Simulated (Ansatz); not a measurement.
Coupled-cluster run, C4H8Si (`CCC1=C[SiH2]1`).

```yaml
crystal:
  periodic: [false, false, false]
  atoms:
    - {symbol: C, position_ang: [-1.431354, 1.276558, -0.215868]}
    - {symbol: C, position_ang: [-0.105475, 0.981822, 0.464859]}
    - {symbol: C, position_ang: [0.466141, -0.339472, 0.114166]}
    - {symbol: C, position_ang: [0.135996, -1.380878, -0.650291]}
    - {symbol: Si, position_ang: [1.709759, -1.658541, 0.184442]}
    - {symbol: H, position_ang: [-1.811922, 2.258329, 0.073532]}
    - {symbol: H, position_ang: [-1.324297, 1.263403, -1.303069]}
    - {symbol: H, position_ang: [-2.183318, 0.530847, 0.052644]}
    - {symbol: H, position_ang: [-0.211294, 1.030389, 1.554839]}
    - {symbol: H, position_ang: [0.635031, 1.751724, 0.219144]}
    - {symbol: H, position_ang: [-0.691282, -1.633140, -1.303021]}
    - {symbol: H, position_ang: [1.826771, -2.563597, 1.355316]}
    - {symbol: H, position_ang: [3.005645, -1.552144, -0.531893]}
basis:
  gaussian: {orbitals: def2-TZVPP}
correlation: {method: ccsd_t}
```

```sh
$ ansatz run in.yaml --threads 4 --pin off --events-out ev --progress --plain --max-ram 10444MiB
```

Output of Ansatz, abridged:

```
Functional definition: HF
1610 factors; integrals over basis functions are off by at most 9.4e-4 eV
mean field evaluation 1: about -12106.0884 eV, gradient 3.9e1 eV
mean field evaluation 2: about -12106.3817 eV, gradient 3.9e1 eV
mean field evaluation 4: about -12110.6430 eV, gradient 4.6e0 eV
mean field evaluation 8: about -12110.7229 eV, gradient 3.4e-1 eV
mean field -12110.72328069 eV, -445.0608716223 hartree, gradient 2.5e-6 eV, S^2 0.000000; 0 other end points of the search recorded, 0 dependent functions left out
9 core orbitals not correlated: weight in the atoms' cores, before any rotation towards them, 1.000 or more for the frozen orbitals, at most 0.000 for the correlated occupied ones
reference -12110.72328069 eV, -445.0608716223 hartree; 14, 14 occupied and 255, 255 virtual orbitals, 1610 factors
second order -21.32945393 eV of doubles, -0.00000000 eV of singles
cycle   1  -21.96433141 eV  change   -6.3e-1 eV  update   1.0e-1
cycle   2  -22.55996350 eV  change   -6.0e-1 eV  update   3.1e-2
cycle   3  -22.65978465 eV  change   -1.0e-1 eV  update   1.4e-2
cycle   4  -22.65457937 eV  change    5.2e-3 eV  update   3.9e-3
cycle   5  -22.65522709 eV  change   -6.5e-4 eV  update   1.6e-3
cycle   6  -22.65507184 eV  change    1.6e-4 eV  update   5.0e-4
cycle   7  -22.65490129 eV  change    1.7e-4 eV  update   1.7e-4
cycle   8  -22.65490636 eV  change   -5.1e-6 eV  update   6.2e-5
cycle   9  -22.65490621 eV  change    1.5e-7 eV  update   2.1e-5
perturbative correction -1.02033594 eV, -0.0374966543 hartree
Total energy: -12134.39852284 eV, -445.9309207237 hartree
```

Hardware: 4 threads of an Arm Neoverse V1 on a shared host. Wall time 3.3 min, peak host memory 7.8 GiB.

MP2 recovers 90.1 % of the CCSD(T) correlation energy and the triples give 4.3 %; T1 = 0.0114.
